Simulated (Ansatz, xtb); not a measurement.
# Isomers of CH5GaO3 in order of energy

3 gas-phase structures of CH5GaO3, from a drawn sample of its isomers (lower ones may exist). Each was relaxed with GFN2-xTB; where two conformers were screened, the lower at r2SCAN-D4/def2-SVP is listed:

A. `C[O][Ga]([OH])[OH]`, a singlet
B. `O[CH2][Ga]([OH])[OH]`, a singlet
C. a singlet given by its coordinates

C (Å):

```xyz
10

C    -3.4023   -0.1816    0.5614
Ga   -1.4815    1.0029    1.5407
O    -2.6576   -0.9971    1.4749
O    -3.1727    1.1395    0.8503
O    -0.2669    0.7560    0.3482
H    -3.1614   -1.0541    2.2978
H    -4.4742   -0.4106    0.6376
H    -3.0378   -0.4587   -0.4350
H    -1.2389    1.3274    3.0043
H     0.6837    0.7091    0.3315
```

Close contacts (Å): C1–Ga2 2.46, C1–O3 1.43, C1–O4 1.37, Ga2–O3 2.32, Ga2–O4 1.83, Ga2–O5 1.72, C1–H7 1.10, C1–H8 1.10, Ga2–H9 1.52, O3–H6 0.97, O5–H10 0.95.

**Question.** Estimate their order in r2SCAN-D4/def2-SVP energy at these geometries, lowest first.

**Answer.** Calculated order at r2SCAN-D4/def2-SVP: A (0.0), C (17.9), B (20.4) kcal/mol.

Energies above the lowest of each column, in kcal/mol:

```tsv
structure	GFN2-xTB	HF/STO-3G	r2SCAN-D4/def2-SVP
A	0.0	0.0	0.0
C	9.5	11.2	17.9
B	19.6	35.6	20.4
```

Every level run on A puts it lowest or level with the lowest. Some further structures that were screened fall inside this span and aren't listed. Flexible structures stand in one conformer each, not always the lowest. No reliable frequencies are at hand for these structures.

Programs: Ansatz 0.2.0, xtb 6.7.1.
